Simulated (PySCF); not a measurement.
The numbers are results of PySCF with TPSSh-D3(BJ)/def2-TZVP // CAM-B3LYP-D3(BJ)/def2-TZVP, not measurements. All species are isolated molecules in the gas phase. One relaxed conformer stands for a flexible species; it need not be the lowest. Excitations are Tamm–Dancoff values on a coarser integration grid. The basis has no diffuse functions, so Rydberg states are missing or too high.

Reference species (SMILES): `BC(=C)CC#N` (neutral, multiplicity 1).

```json
{
  "brightest of the four lowest singlets (TDA)": "5.86 eV",
  "S1–T1 gap (TDA)": "1.58 eV",
  "HOMO–LUMO gap": "5.25 eV",
  "T1 excitation (TDA)": "3.60 eV"
}
```

Changed species: `B/C(C)=C\C#N`.

**Question.** Predict the effect on the brightest of the four lowest singlets (TDA), S1–T1 gap (TDA), HOMO–LUMO gap and T1 excitation (TDA).

**Answer.** the brightest of the four lowest singlets (TDA) decreases by 0.96 eV, to 4.90 eV; the S1–T1 gap (TDA) rises by 0.22 eV, to 1.80 eV; the HOMO–LUMO gap drops by 0.91 eV, to 4.34 eV; the T1 excitation (TDA) falls by 0.65 eV, to 2.95 eV.
